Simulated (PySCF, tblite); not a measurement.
Isomers of C2H9NSi3, one GFN2-xTB conformer each. Single-point energies are computed at PBE0/pcSseg-1 (PySCF, gas phase, no added dispersion term), electronic only.

| SMILES | GFN2-xTB relative energy (kJ/mol) |
| --- | --- |
| C[Si]([SiH3])([SiH3])C#N | 24.1 |
| N#C[SiH2][SiH2]C[SiH3] | 0.0 |

Conformers: `[N:1]#[C:2][SiH2:3][SiH2:4][CH2:5][SiH3:6]` with C2–Si3–Si4–C5 -30°, Si3–Si4–C5–Si6 -60°.

Task: What does PBE0/pcSseg-1 give for the same structures?

Result: 
```json
{"SMILES": "C[Si]([SiH3])([SiH3])C#N", "PBE0/pcSseg-1 E (Eh)": "-1004.27150", "PBE0/pcSseg-1 (kJ/mol)": "0.0", "GFN2-xTB (kJ/mol)": "24.1", "point group": "Cs"}
{"SMILES": "N#C[SiH2][SiH2]C[SiH3]", "PBE0/pcSseg-1 E (Eh)": "-1004.26535", "PBE0/pcSseg-1 (kJ/mol)": "16.1", "GFN2-xTB (kJ/mol)": "0.0", "point group": "C1"}
```

GFN2-xTB puts N#C[SiH2][SiH2]C[SiH3] lowest instead. 

Task: Which frontier levels, dipoles and rotational constants go with these structures?

Result: 
```json
{"SMILES": "C[Si]([SiH3])([SiH3])C#N", "HOMO (eV, PBE0/pcSseg-1)": "-8.51", "LUMO (eV)": "-1.03", "dipole (D)": "3.92", "A, B, C (MHz)": "1588, 1342, 1049"}
{"SMILES": "N#C[SiH2][SiH2]C[SiH3]", "HOMO (eV, PBE0/pcSseg-1)": "-8.91", "LUMO (eV)": "-0.88", "dipole (D)": "3.59", "A, B, C (MHz)": "2038, 1190, 889.1"}
```

Task: What happens when harmonic zero-point energies from GFN2-xTB frequencies are added?

Result: 
| SMILES | ZPE (kJ/mol) | electronic (kJ/mol) | with ZPE (kJ/mol) |
| --- | --- | --- | --- |
| C[Si]([SiH3])([SiH3])C#N | 243.9 | 0.0 | 0.0 |
| N#C[SiH2][SiH2]C[SiH3] | 239.9 | 16.1 | 12.1 |

The zero-point energies span 4.0 kJ/mol. The order is unchanged.

Task: As an exercise, what shares would exp(−E/RT) give at 2000 K from these electronic energies alone (no entropy, no degeneracies)?

Result: RT = 16.629 kJ/mol: C[Si]([SiH3])([SiH3])C#N 72.5 %, N#C[SiH2][SiH2]C[SiH3] 27.5 %.
